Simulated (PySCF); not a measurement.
Cartesian coordinates (Å):
```xyz
3

Zn     0.0000     0.0000     0.0000
Br    -1.8077     0.9458    -0.9170
Br     1.8077    -0.9458     0.9170
```
Charge 0, spin multiplicity 1.

Question: Give the dipole moment, HOMO–LUMO gap, charge on the central atom (Mulliken), LUMO and total energy at the level PySCF with TPSSh-D3(BJ)/def2-TZVP // PBE-D3(BJ)/def2-SVP.

Answer: 
dipole moment: 0.00 D
HOMO–LUMO gap: 5.67 eV
charge on the central atom (Mulliken): 0.54 e
LUMO: -2.23 eV
total energy: -188510.95 eV
